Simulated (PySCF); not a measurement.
Cl: excitation energy

Cl [Ne] 3s2 3p5 (2P) → Cl [Ne] 3s2 3p4 4s1 (4P), as a difference of total energies. Computed with PySCF 2.14 in aug-cc-pV(T+d)Z with one added diffuse shell each of s, p, d, f type (7s6p5d3f, 71 functions), with no relativity, point nucleus. Correlated levels: valence: [Ne] frozen. The calculations carry no spin-orbit coupling.

**Question.** Order these methods by the excitation energy they give, lowest first.
A. SCS-MP2 (valence)
B. LDA
C. wB97X-V
D. r2SCAN

**Answer.** A (8.866 eV), B (8.979 eV), D (9.074 eV), C (9.198 eV).

Errors of the correlated levels include the incompleteness of this basis and the frozen core.

For comparison: 8.925 eV (measured; NIST levels, between the centres of gravity of the two terms).
